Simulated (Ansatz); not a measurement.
Isolated molecules relaxed with PBE0-D4/def2-TZVP in Ansatz; ΔE leaves out vibrations. CBS: MP2 limit from def2 TZ/QZ plus the TZ coupled-cluster correction, frozen cores. DFT in def2-TZVPP. B3LYP here is the variant with VWN-RPA as its local correlation; programs differ in this. def2 core potentials past Kr. For Sn outer-core shells are correlated without core-valence functions, which leaves a few kJ/mol of doubt a bond. One conformer a species, not always the lowest.

Reaction (formal exchange of groups at the Sn–Cl bond): `[Cl][Sn][Cl]` + `COC(C)=O` → `C[O][Sn][Cl]` + `CC(=O)Cl`

Question: Is it downhill or uphill in electronic energy at CCSD(T)/CBS, and by how much? (Estimate.)

Answer: The calculation gave: Uphill: ΔE = +108.7 kJ/mol.

Question: What do these levels give: B97M-V, CAM-B3LYP-D4, ωB97M-V, B2PLYP, BLYP, B3LYP, r2SCANh, BHLYP, CAM-B3LYP, RPA@PBE/def2-TZVPP, CCSD(T)/def2-SVP, CCSD(T)/def2-TZVPP? (Estimate.)

Answer: The calculation gave: B97M-V 112.8, CAM-B3LYP-D4 115.6, ωB97M-V 115.6, B2PLYP 108.8, BLYP 98.5, B3LYP 111.9, r2SCANh 114.6, BHLYP 127.8, CAM-B3LYP 117.2, RPA@PBE/def2-TZVPP 104.6, CCSD(T)/def2-SVP 120.1, CCSD(T)/def2-TZVPP 109.8 kJ/mol.

Largest T1 diagnostic among the species: 0.017.

From r2SCAN to r2SCAN0 (25 % exact exchange), in def2-TZVPP and without D4, ΔE moves by +12.4 kJ/mol. In def2-TZVPP, CCSD(T) changes the Hartree–Fock value by −35.5 kJ/mol (the triples alone add −6.5 kJ/mol) and MP2 by −39.5 kJ/mol.
